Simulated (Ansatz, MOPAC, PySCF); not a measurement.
Pair of molecules: CH3F (SMILES CF) (first 5 atoms) with CH6Si (SMILES C[SiH3]); geometry from B3LYP-D3(BJ)/def2-TZVP, rigid monomers moved along the line of their centres of mass till F2···Si7 is 4.50 Å.
(charge 0, multiplicity 1):
```xyz
13

C     -0.1471    -0.1337     0.5081
F      1.0017     0.1518     1.2392
H     -0.8590     0.6806     0.6440
H      0.1251    -0.2283    -0.5437
H     -0.5711    -1.0684     0.8757
C     -0.8862    -0.1579     7.3237
Si    -0.2259    -0.0363     5.5695
H     -0.8009     0.8004     7.8397
H     -0.3294    -0.9000     7.8992
H     -1.9383    -0.4495     7.3271
H     -1.0025     0.9704     4.8059
H     -0.3606    -1.3462     4.8871
H      1.2004     0.3594     5.5814
```

Monomers are frozen at their geometry in the pair; levels with a basis set take the counterpoise correction. Rows marked so take none.

Correlated levels freeze the cores. Rows in 3-21G, 6-311+G**, 6-31G*, STO-3G carry no dispersion term and start afresh at each structure (6-31G* with six Cartesian d functions). MP2/6-31G* freezes PySCF's default core. The state that AM1 reach isn't checked.

Programs: Ansatz (Gaussian basis) for Hartree–Fock, density functionals and correlated methods; MOPAC for AM1 (differences of heats of formation); PySCF for 3-21G rows, 6-311+G** rows, 6-31G* rows, STO-3G rows, the dispersion terms. Each number belongs to the level named beside it.

Other levels give for the interaction energy: PBE/def2-TZVPPD -0.7; B3LYP/def2-TZVPPD 0.3; B3LYP-D3(BJ)/def2-TZVPPD -1.2; wB97M-V/def2-TZVPPD -1.5; CCSD(T)/aug-cc-pV(D+d)Z -1.4 kJ/mol.

Task: What do these common cheap choices give for the same quantity: AM1, HF/STO-3G (no counterpoise), HF/3-21G (no counterpoise), HF/6-31G*, BP86/6-31G* (no counterpoise), B3LYP/6-31G* (no counterpoise), B3LYP/6-311+G** (no counterpoise), MP2/6-31G* (no counterpoise)?

Result: AM1 0.0; HF/STO-3G (no counterpoise) -0.2; HF/3-21G (no counterpoise) -1.7; HF/6-31G* -0.3; BP86/6-31G* (no counterpoise) -1.5; B3LYP/6-31G* (no counterpoise) -2.0; B3LYP/6-311+G** (no counterpoise) -0.1; MP2/6-31G* (no counterpoise) -2.6 kJ/mol. They span -2.6 to 0.0 kJ/mol.

Ansatz is a quantum-chemistry and plane-wave program.
